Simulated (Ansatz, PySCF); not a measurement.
Gas-phase reaction in SMILES: O[SiH3] → [O-][SiH3] + H+
Geometries: B3LYP-D3(BJ)/def2-TZVP minima from Ansatz (a first-principles code). Frequencies are from Ansatz or PySCF.
Geometry of the first species:
SMILES: O[SiH3]
```xyz
6

Si    -0.5134    -0.0066    -0.1436
O      1.0508     0.0053     0.3904
H     -0.7688    -1.1431    -1.0634
H     -1.3498    -0.1404     1.0649
H     -0.8566     1.2474    -0.8595
H      1.7563     0.0863    -0.2554
```

Wanted: gas-phase deprotonation energy (enthalpy at 298 K, with B3LYP-D3(BJ) rigid-rotor harmonic-oscillator terms), in eV. Cores are frozen in the correlated levels unless marked. Spin-orbit coupling is left out. No relativistic terms. Anions need diffuse functions: aug- sets have them; def2-D sets add few; the other sets have none. CBS(X,Y): correlation extrapolated as X^-3; Hartree-Fock from the larger set.

```tsv
level	program	gas-phase deprotonation energy (eV)
HF/6-31G*	Ansatz	16.03
```

**Question.** What does CCSD(T)/CBS(aug-cc-pV(T+d)Z,aug-cc-pV(Q+d)Z) (Ansatz) give?

**Answer.** 15.47 eV, so HF/6-31G* differs from it by 0.56 eV.
